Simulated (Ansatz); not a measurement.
System: CH4B, charge 0, doublet. CH4B (SMILES B[CH2], doublet).
B3LYP-D3(BJ)/def2-TZVP minimum from Ansatz (a quantum-chemistry and plane-wave program):
```xyz
6

B     -0.5522     0.5932     0.0263
H     -1.2361     0.7367     0.9931
H     -0.6880     1.3306    -0.9016
C      0.4846    -0.5206    -0.0230
H      0.5138    -1.3363     0.6935
H      1.2636    -0.5734    -0.7780
```
Charge 0, spin multiplicity 2.

Total energies in aug-cc-pVDZ, 11 correlated electrons, 2 frozen orbitals. UHF or UKS for unpaired electrons; spin-orbit terms are left out. Correlated methods leave the cores frozen. No relativity.

| method | program | energy (Eh) | minus CCSDT(Q) (mEh) |
|---|---|---|---|
| HF | Ansatz | -64.83054 | 251.93 |
| MP2 | Ansatz | -65.03863 | 43.84 |
| CCSD | Ansatz | -65.07529 | 7.18 |
| CCSD(T) | Ansatz | -65.08136 | 1.12 |
| CCSDT(Q) | Ansatz | -65.08248 | 0.00 |

Rough core times of Ansatz's runs on a shared machine: CCSD(T) under 20 s, CCSDT(Q) 7 min.
